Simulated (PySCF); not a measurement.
## Structure from NMR data

Molecular formula: C4H16OSi3. Simulated spectra:

$^{1}$H NMR (400 MHz, computed): δ 4.98 (d, 2H), 4.02 (d, 6H), 3.95 (sept, 1H), 1.25 (d, 6H), -0.34 (m, 1H).

$^{13}$C{$^{1}$H} NMR (computed): δ 69.2, 26.8 (2C), -14.3.

PySCF 2.14 calculation with shieldings: GIAO PBE0/pcSseg-1 and GFN2-xTB structure; rapidly exchanging positions averaged, no solvent, one computed conformer, no relativistic terms.

References, each an isolated molecule treated in the same way: $^{1}$H (σref 31.72), $^{13}$C (σref 186.93) vs TMS.

Problem. Propose a structure and justify it.

Solution. 
1. The formula gives 0 degrees of unsaturation.
2. 3 carbon signals for 4 carbons: some carbons are equivalent by symmetry or fast rotation.
3. Carbon types of the structure: 2 × CH, 2 × CH3, leaving 8 H on heteroatoms.
4. δC 69.2: sp3 CH bonded to O; the inductive effect lowers its shielding.
5. δC 26.8: methyl carbon; aliphatic region, no heteroatom directly attached.
6. δC -14.3: sp3 CH bonded to 3 Si; an electropositive neighbour leaves it electron-rich and shielded.
7. δH 4.98: hydrogen on a silicon bonded to C, O.
8. δH 3.95: hydrogen on an sp3 CH bonded to O; its carbon carries O, which withdraws density.
9. δH 1.25: hydrogen on a methyl carbon.
10. δH -0.34: hydrogen on an sp3 CH bonded to 3 Si; an electropositive neighbour shields it, as in TMS itself.

These data were computed for SMILES CC(C)O[SiH2]C([SiH3])[SiH3].

The shifts were computed for this structure.

Shifts are as computed. Against solution values, carbons near 30 ppm lie about +3 ppm off and those near 130 ppm about +5 ppm. Of 1211 compounds with measured shifts, 218 miss one by over three times the rms of a fit or turn the order of signals round; such compounds aren't used in these exercises. Multiplicities follow the n + 1 count of equivalent neighbours, as no J values were calculated; m marks all less simple cases, F and P coupling included.
